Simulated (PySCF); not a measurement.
HClTe (SMILES Cl[TeH]), singlet, at a GFN2-xTB geometry (core potentials on Te); PySCF with PBE0/def2-SVP.

Input for PySCF:
```python
from pyscf import gto, scf, dft

mol = gto.M(
    atom='''
Te   -0.30154657   -0.28540309    0.38677778
H    -1.32486444   -0.80170241   -0.79095658
Cl    1.00031094    0.92015664   -1.13655813
''',
    basis='def2-svp',
    ecp={'Te': 'def2-svp'},
    verbose=4,
)

mf = dft.RKS(mol)
mf.xc = 'pbe0'
mf.kernel()
```

The log (banner, timings and long lists left out):

```
PySCF version 2.14.0

[INPUT] verbose = 4
[INPUT] num. atoms = 3
[INPUT] num. electrons = 42
[INPUT] charge = 0
[INPUT] spin (= nelec alpha-beta = 2S) = 0
[INPUT] symmetry False subgroup None
[INPUT] Mole.unit = angstrom
[INPUT] Symbol           X                Y                Z      unit          X                Y                Z       unit  Magmom
[INPUT]  1 Te    -0.301546570000  -0.285403090000   0.386777780000 AA   -0.569840431102  -0.539333675205   0.730904075267 Bohr   0.0
[INPUT]  2 H     -1.324864440000  -0.801702410000  -0.790956580000 AA   -2.503630943775  -1.514997988304  -1.494691312623 Bohr   0.0
[INPUT]  3 Cl     1.000310940000   0.920156640000  -1.136558130000 AA    1.890313716006   1.738844041300  -2.147783590348 Bohr   0.0

nuclear repulsion = 103.139761787577
number of shells = 21
number of NR pGTOs = 104
number of NR cGTOs = 49
basis = def2-svp
ecp = {'Te': 'def2-svp'}

******** <class 'pyscf.dft.rks.RKS'> ********
method = RKS
initial guess = minao
damping factor = 0
level_shift factor = 0
DIIS = <class 'pyscf.scf.diis.CDIIS'>
diis_start_cycle = 1
diis_space = 8
diis_damp = 0
SCF conv_tol = 1e-09
SCF conv_tol_grad = None
SCF max_cycles = 50
direct_scf = True
direct_scf_tol = 1e-13
XC library pyscf.dft.libxc version 7.1.2
    S. Lehtola, C. Steigemann, M. J. T. Oliveira, and M. A. L. Marques,  SoftwareX 7, 1–5 (2018)
XC functionals = pbe0
    C. Adamo and V. Barone,  J. Chem. Phys. 110, 6158 (1999)
    M. Ernzerhof and G. E. Scuseria,  J. Chem. Phys. 110, 5029 (1999)
radial grids:
    Treutler-Ahlrichs [JCP 102, 346 (1995); DOI:10.1063/1.469408] (M4) radial grids

becke partition: Becke, JCP 88, 2547 (1988); DOI:10.1063/1.454033
pruning grids: <function nwchem_prune>
grids dens level: 3
symmetrized grids: False
atomic radii adjust function: <function treutler_atomic_radii_adjust>
small_rho_cutoff = 0
Set gradient conv threshold to 3.16228e-05
Initial guess from minao.
tot grids = 50648
init E= -700.813503691554
  HOMO = -0.734606617544737  LUMO = -0.70041064251042  gap/eV = 0.93052
cycle= 1 E= -726.731401759429  delta_E= -25.9  |g|= 2.77  |ddm|= 7.85
  HOMO = 0.104563435273764  LUMO = 0.144075772999449  gap/eV = 1.07519
cycle= 2 E= -726.876872543478  delta_E= -0.145  |g|= 2.59  |ddm|= 7.81
  HOMO = -0.212006390524323  LUMO = -0.082891000760732  gap/eV = 3.51341
cycle= 3 E= -728.515965567442  delta_E= -1.64  |g|= 0.188  |ddm|= 4.41
  HOMO = -0.242730503592057  LUMO = -0.101239132114522  gap/eV = 3.85018
cycle= 4 E= -728.520404360449  delta_E= -0.00444  |g|= 0.142  |ddm|= 0.445
  HOMO = -0.23930658990264  LUMO = -0.089981712595339  gap/eV = 4.06334
cycle= 5 E= -728.526712896356  delta_E= -0.00631  |g|= 0.0165  |ddm|= 0.211
  HOMO = -0.238388967869277  LUMO = -0.0895434218961739  gap/eV = 4.05029
cycle= 6 E= -728.526803942985  delta_E= -9.1e-05  |g|= 0.00496  |ddm|= 0.0262
  HOMO = -0.238078699761573  LUMO = -0.089174041533397  gap/eV = 4.05190
cycle= 7 E= -728.526813046893  delta_E= -9.1e-06  |g|= 0.00082  |ddm|= 0.00728
  HOMO = -0.238166860641904  LUMO = -0.0892300289779939  gap/eV = 4.05278
cycle= 8 E= -728.526813263377  delta_E= -2.16e-07  |g|= 0.00021  |ddm|= 0.00129
  HOMO = -0.238185911428225  LUMO = -0.0892443711462079  gap/eV = 4.05291
cycle= 9 E= -728.526813278743  delta_E= -1.54e-08  |g|= 3.14e-05  |ddm|= 0.000268
  HOMO = -0.23818531355689  LUMO = -0.0892434348490099  gap/eV = 4.05291
cycle= 10 E= -728.526813279126  delta_E= -3.83e-10  |g|= 8.63e-06  |ddm|= 6e-05
  HOMO = -0.238184937567446  LUMO = -0.0892429126311924  gap/eV = 4.05292
Extra cycle  E= -728.526813279138  delta_E= -1.23e-11  |g|= 6.43e-06  |ddm|= 2.39e-05
converged SCF energy = -728.526813279138
```
